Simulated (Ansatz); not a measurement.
Consider the substitution at a C–C bond: `CC[NH][SnH3]` + `[CH3][GeH2][SH]` → `C[S][GeH2][CH3]` + `C[NH][SnH3]`.

Isolated molecules relaxed with PBE0-D4/def2-TZVP in Ansatz; ΔE leaves out vibrations. CCSD(T)/CBS is the MP2 limit (def2-TZVPP, def2-QZVPP) plus CCSD(T) − MP2 in def2-TZVPP, frozen cores. DFT in def2-TZVPP. Elements past krypton have def2 core potentials. For Ge, Sn outer-core shells are correlated without core-valence functions, which leaves a few kJ/mol of doubt a bond. Scalar relativity is left out up to krypton. One conformer a species, not always the lowest.

`CC[NH][SnH3]`:

Cartesian coordinates in Å:
```
C -0.401 -1.615 -1.244
C 0.122 -0.278 -0.757
N -0.147 -0.094 0.660
Sn 0.187 1.731 1.479
H -0.224 -1.741 -2.315
H -1.473 -1.698 -1.052
H 0.098 -2.439 -0.725
H 1.192 -0.196 -1.013
H -0.383 0.525 -1.306
H 0.266 -0.843 1.201
H -0.116 1.573 3.149
H -0.912 2.791 0.718
H 1.791 2.282 1.207
```

`[CH3][GeH2][SH]`:

```xyz
9

C     1.119    0.651    0.517
Ge   -0.315   -0.572    0.036
S    -1.587    0.541   -1.420
H     1.791    0.175    1.233
H     0.705    1.553    0.969
H     1.688    0.927   -0.371
H    -1.163   -0.965    1.261
H     0.227   -1.851   -0.630
H    -2.466   -0.459   -1.595
```

`C[S][GeH2][CH3]`:

Cartesian coordinates in Å:
```
C 0.386 1.911 -0.723
S 0.680 1.402 0.993
Ge 0.654 -0.801 0.732
C -1.113 -1.427 0.187
H 0.430 3.000 -0.740
H 1.158 1.520 -1.388
H -0.597 1.598 -1.072
H 1.055 -1.377 2.101
H 1.703 -1.181 -0.335
H -1.109 -2.513 0.081
H -1.853 -1.144 0.936
H -1.394 -0.987 -0.771
```

`C[NH][SnH3]`:

Cartesian coordinates in Å:
```
C 0.135 1.299 0.687
N -0.636 0.082 0.508
Sn 0.106 -1.353 -0.718
H -0.300 1.909 1.486
H 1.152 1.048 1.003
H 0.219 1.936 -0.207
H -1.605 0.293 0.311
H -1.075 -2.580 -0.794
H 1.552 -1.885 0.013
H 0.452 -0.749 -2.289
```

```
        level  ΔE (kcal/mol)
       PBE-D4            4.5
      PBE0-D4            5.1
      ωB97X-V            5.4
      ωB97M-V            5.5
         BLYP            4.8
HF/def2-TZVPP            6.5
HF/def2-QZVPP            6.5
 HF/CBS(def2)            6.5
```

Task: What does CCSD(T)/CBS give? (Best estimate.)

Result: Computed: +5.5 kcal/mol. The listed levels differ from it by -1.0, -0.4, -0.1, 0.0, -0.7, 1.0, 1.0, 1.0 kcal/mol.

Largest T1 diagnostic among the species: 0.012.

Leaving LDA and LC-ωPBE aside and taking each functional with its dispersion term where it has one, the values, not all of them listed here, spread over 1.6 kcal/mol, from BLYP-D4 to B97M-V. LDA lies +1.4 kcal/mol from PBE without D4. From BLYP to BHLYP (50 % exact exchange), in def2-TZVPP and without D4, ΔE moves by +1.2 kcal/mol.
